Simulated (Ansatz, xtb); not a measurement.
# CH5SSn−: which of two isomers lies lower

Structure I is `[CH3][SnH2][S-]`, a singlet and structure II is `[CH3][SnH-][SH]`, a singlet. Both are isolated ions in the gas phase, relaxed with B3LYP-D3(BJ)/def2-SVPD; the shapes shown needn't be the lowest conformers.

I (Å):

| atom | x (Å) | y (Å) | z (Å) |
| --- | --- | --- | --- |
| C | -1.7633 | -1.4110 | 0.0892 |
| S | 1.9892 | -1.2757 | 0.8661 |
| Sn | 0.2778 | -1.8236 | -0.6462 |
| H | -1.9423 | -1.9836 | 1.0109 |
| H | -1.8585 | -0.3402 | 0.3214 |
| H | -2.5212 | -1.6871 | -0.6611 |
| H | 0.1856 | -3.5150 | -1.1316 |
| H | 0.3144 | -0.9834 | -2.1946 |

II (Å):

```xyz
8

C    -0.2323   -1.3483   -0.0791
S    -1.6650    1.7049    1.2080
Sn   -1.2281    0.4374   -1.0779
H    -0.9885   -1.9697    0.4266
H     0.2840   -1.9689   -0.8324
H     0.5065   -1.0200    0.6684
H    -0.4090    1.5993    1.7038
H     0.3756    1.2441   -1.3649
```

Quicker runs give these differences E(II) − E(I): GFN2-xTB −90.0 kJ/mol; HF/STO-3G −18.6 kJ/mol (at GFN2-xTB geometries); r2SCAN-D4/def2-SVPD −15.0 kJ/mol (at GFN2-xTB geometries).

Estimate E(II) − E(I) at the level CCSD(T)/def2-SVPD + ΔMP2/def2-TZVPPD.

Calculated at CCSD(T)/def2-SVPD + ΔMP2/def2-TZVPPD: E(II) − E(I) = −13.6 kJ/mol, so structure II lies lower.

The same difference at several levels:

```csv
level,geometry,E(II) − E(I) (kJ/mol),departure from the last row (kJ/mol),"job, with rough time for the two"
GFN2-xTB,GFN2-xTB,−90.0,−76.4,"optimisation, 0.18 s"
HF/STO-3G,GFN2-xTB,−18.6,−5.0,"single point, 0.64 s"
r2SCAN-D4/def2-SVPD,GFN2-xTB,−15.0,−1.4,"single point, 4.4 s"
B3LYP-D3(BJ)/def2-SVPD,B3LYP-D3(BJ)/def2-SVPD,−26.7,−13.1,"optimisation, 48 s"
HF/def2-SVPD,B3LYP-D3(BJ)/def2-SVPD,−1.0,+12.6,part of the CCSD(T) run
MP2/def2-SVPD,B3LYP-D3(BJ)/def2-SVPD,+1.6,+15.2,part of the CCSD(T) run
CCSD(T)/def2-SVPD,B3LYP-D3(BJ)/def2-SVPD,−7.1,+6.5,single point
CCSD(T)/def2-SVPD + ΔMP2/def2-TZVPPD,B3LYP-D3(BJ)/def2-SVPD,−13.6,,"single point, 44 s"
```

As drawn, II has 1 S–H in place of 1 Sn–H.

HF/def2-SVPD, MP2/def2-SVPD find them nearly level. The largest departure from CCSD(T)/def2-SVPD + ΔMP2/def2-TZVPPD is that of GFN2-xTB, 76.4 kJ/mol. The last row adds to CCSD(T) the change of the MP2 difference between the two basis sets, here −6.5 kJ/mol.

With harmonic frequencies from B3LYP-D3(BJ)/def2-SVPD (ideal gas, rigid rotor, one conformer each, 298.15 K, 1 atm): on the last row, ΔE + ΔZPE = −14.5, ΔH = −12.6, ΔG = −17.2 kJ/mol.

The correlated steps freeze 10 core orbitals; the filled d shell of Sn is correlated, in a basis made for valence electrons. Atoms past krypton carry core potentials in the def2 sets, other sets are all-electron and non-relativistic, and no spin–orbit term is included. Mirror images aren't counted in ΔG. Codes used: Ansatz 0.2.0, xtb 6.7.1; the last row on 2 threads of Arm Neoverse V1 on a shared host.
